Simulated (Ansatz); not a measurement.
Geometry optimisation, RKS PBE0/6-31G (Ansatz 0.2.0).

Input file:

```yaml
crystal:
  periodic: [false, false, false]
  atoms:
    - { symbol: Si, position_ang: [0.0, 0.0, 0.0] }
    - { symbol: O, position_ang: [0.0, 0.0, 1.68] }
    - { symbol: Si, position_ang: [-1.3147, -0.4067, 2.6436] }
    - { symbol: H, position_ang: [-2.239, -1.2403, 1.8804] }
    - { symbol: H, position_ang: [-0.8506, -1.1432, 3.8157] }
    - { symbol: H, position_ang: [-1.9987, 0.8095, 3.0733] }
    - { symbol: H, position_ang: [1.3768, 0.0, -0.4862] }
    - { symbol: H, position_ang: [-0.6877, 1.1914, -0.4862] }
    - { symbol: F, position_ang: [-0.7489, -1.2974, -0.5295] }
basis:
  gaussian: { orbitals: "6-31G" }
hamiltonian:
  xc: pbe0
relax:
  f_tol: 0.02
  max_steps: 40
```

Launched with:

```bash
$ ansatz run input.yaml --threads 1 --pin off --max-ram 2048MiB --backend cpu --events-out ev --progress --plain --runs-dir out
```

Question: Where does it end, and by what steps?

Answer: The run converged. Limits of this set-up: no polarisation functions. After 13 steps the energy has fallen by 0.556 eV; H4 moved furthest, 0.74 Å.

```json
{"step": "0", "energy less start (eV)": "0.0000", "largest force component (eV/Å)": "3.129", "accepted": "yes"}
{"step": "1", "energy less start (eV)": "-0.3340", "largest force component (eV/Å)": "1.657", "accepted": "yes"}
{"step": "2", "energy less start (eV)": "-0.4624", "largest force component (eV/Å)": "0.406", "accepted": "yes"}
{"step": "3", "energy less start (eV)": "-0.5210", "largest force component (eV/Å)": "0.195", "accepted": "yes"}
{"step": "4", "energy less start (eV)": "-0.5286", "largest force component (eV/Å)": "0.260", "accepted": "yes"}
{"step": "5", "energy less start (eV)": "-0.5523", "largest force component (eV/Å)": "0.104", "accepted": "yes"}
{"step": "6", "energy less start (eV)": "-0.5544", "largest force component (eV/Å)": "0.030", "accepted": "yes"}
{"step": "7", "energy less start (eV)": "-0.5491", "largest force component (eV/Å)": "0.197", "accepted": "no"}
{"step": "8", "energy less start (eV)": "-0.5551", "largest force component (eV/Å)": "0.089", "accepted": "yes"}
{"step": "9", "energy less start (eV)": "-0.5539", "largest force component (eV/Å)": "0.103", "accepted": "no"}
{"step": "10", "energy less start (eV)": "-0.5556", "largest force component (eV/Å)": "0.042", "accepted": "yes"}
{"step": "11", "energy less start (eV)": "-0.5554", "largest force component (eV/Å)": "0.039", "accepted": "no"}
{"step": "12", "energy less start (eV)": "-0.5556", "largest force component (eV/Å)": "0.023", "accepted": "yes"}
{"step": "13", "energy less start (eV)": "-0.5557", "largest force component (eV/Å)": "0.003", "accepted": "yes"}
```

```xyz
9
Properties=species:S:1:pos:R:3
Si 0.038 0.042 -0.169
O -0.648 -0.059 1.342
Si -1.446 -0.431 2.790
H -2.583 -1.375 2.519
H -0.477 -1.070 3.745
H -1.974 0.842 3.386
H 1.527 -0.038 -0.049
H -0.453 1.277 -0.857
F -0.449 -1.274 -1.116
```

Whether the end is a true minimum wasn't checked by a vibrational analysis.

Time of the run: 43 s on 1 thread of Arm Neoverse V1, on a shared host, peak memory 0.13 GiB.
